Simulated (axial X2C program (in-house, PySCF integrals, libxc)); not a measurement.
## Potential curves of HfP, two-component

All values were computed with an axial X2C code built on PySCF integrals. Two-component (2c) means X2C with spin–orbit coupling and atomic mean-field two-electron Coulomb and Gaunt terms. Basis: Hf dyall-cv3z [13s14p9d7f4g], P dyall-v3z [8s7p2d1f] (cores contracted in-house); Gaussian nuclei, density fitting, unrestricted open shells. Masses: Hf 179.947 u, P 30.974 u.

State: Ω = 1/2 (⟨Sz⟩ = 0.49, ⟨Lz⟩ = 0.01 at LDA). Energies in eV from the lowest point of each curve. Fits are polynomials in 1 − R0/R over 0.85 to 1.23 times the lowest point R0.

```tsv
R (Å)	LDA
1.9027	1.4316
1.9902	0.5981
2.0558	0.2373
2.1214	0.0507
2.1870	0.0000
2.2635	0.0719
2.3401	0.2476
2.4385	0.5761
2.5588	1.0692
2.7337	1.8487
```

One determinant describes the state; a PBE0 search over occupations chose it and may have missed a lower one. Density functionals use the spin component along the axis (collinear).

Problem. Fit the LDA curve near its minimum: give the equilibrium distance and the harmonic wavenumber.

Solution. At LDA, 2c: Re = 2.183 Å, ωe ≈ 504 cm⁻¹; Be follows as 0.134 cm⁻¹.
